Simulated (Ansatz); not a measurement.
```yaml
crystal:
  periodic: [false, false, false]
  atoms:
    - {symbol: Ta, position_ang: [1.223759, -0.517539, 0.116223]}
    - {symbol: Te, position_ang: [-0.634757, 0.005109, -1.608875]}
    - {symbol: Te, position_ang: [-0.998776, 0.292054, 1.454737]}
basis:
  gaussian: {orbitals: def2-TZVP}
magnetization: {spin_polarized: true, initial_magnetization: 1}
hamiltonian: {xc: {name: rPW86-PBE}}
scf: {omitted_lower_state_checks: [starts]}
output: {forces: true}
```

```sh
$ ansatz run in.yaml --threads 4 --pin off --events-out ev --progress --plain --max-ram 3916MiB
```

Output, abridged:

```
Functional definition: rPW86-PBE
1109 factors; their error is unknown
mean field evaluation 1: about -16151.2471 eV, gradient 2.3e1 eV
mean field evaluation 2: about -16120.1120 eV, gradient 6.9e1 eV
mean field evaluation 4: about -16122.8872 eV, gradient 7.6e1 eV
mean field evaluation 8: about -16154.1635 eV, gradient 1.8e-1 eV
mean field evaluation 16: about -16154.0039 eV, gradient 2.9e-1 eV
mean field evaluation 32: about -16154.0515 eV, gradient 1.6e-3 eV
mean field -16154.05151395 eV, -593.6504435281 hartree, gradient 1.0e-8 eV, S^2 1.696781; 0 other end points of the search recorded, 0 dependent functions left out
reference -16154.05159992 eV, -593.6504466877 hartree; 31, 30 occupied and 109, 110 virtual orbitals, 1109 factors
Total energy: -16154.05159992 eV, -593.6504466877 hartree
Atom 0 at     1.223759    -0.517539     0.116223 Å, force    -1.704909     0.571203     0.108349 eV/Å
Atom 1 at    -0.634757     0.005109    -1.608875 Å, force     0.781164    -0.311487    -0.966844 eV/Å
Atom 2 at    -0.998776     0.292054     1.454737 Å, force     0.923745    -0.259716     0.858495 eV/Å
Dipole moment:     0.586400    -0.153461    -0.043744 e Å
Checks for a lower state left out: starts
```

Hardware: 4 threads of Arm Neoverse V2 on a shared host. Wall time 39 s.

In the def2 sets Ta, Te take a core potential; there is no spin–orbit coupling. The charge 0 doublet is spin-contaminated (final ⟨S²⟩ up to 1.70, 0.75 for a pure state).
